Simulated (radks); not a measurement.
Results of a calculation; reference values are marked as such.
Species: Ca14+. Configuration: [He] 2s2 2p2.

Code: a radial shooting solver on a logarithmic mesh with Libxc functionals. Model: non-relativistic Kohn-Sham, TPSS, spin-polarised, spherical densities, point nucleus; open shells are filled with parallel spins first; meta-GGA in the generalised Kohn-Sham scheme.

Energy parts (eV):
total: -14641.881
kinetic: 14637.058
electron-nucleus: -30877.873
Hartree: 2166.646
exchange-correlation: -567.712

Orbitals (lengths in bohr, moments of r in powers of bohr; <r^-3> diverges for s and p1/2; r(90%) holds 90 % of the orbital's charge):
orbital  occ.  eigenvalue (eV)  r(90%)     <r^2>  <r^-3>
1s up       1        -4570.757   0.137  0.007952       -
1s down     1        -4561.651   0.137  0.007911       -
2s up       1        -911.7004   0.512    0.1308       -
2s down     1        -895.2556   0.517    0.1331       -
2p up       2        -857.1830   0.468    0.1019   232.1
2p down     0        -836.5324   0.475    0.1045   227.9

The highest occupied level is 2p up at -857.18 eV. The density falls to 0.001 e/bohr^3 at r = 1.01 bohr.
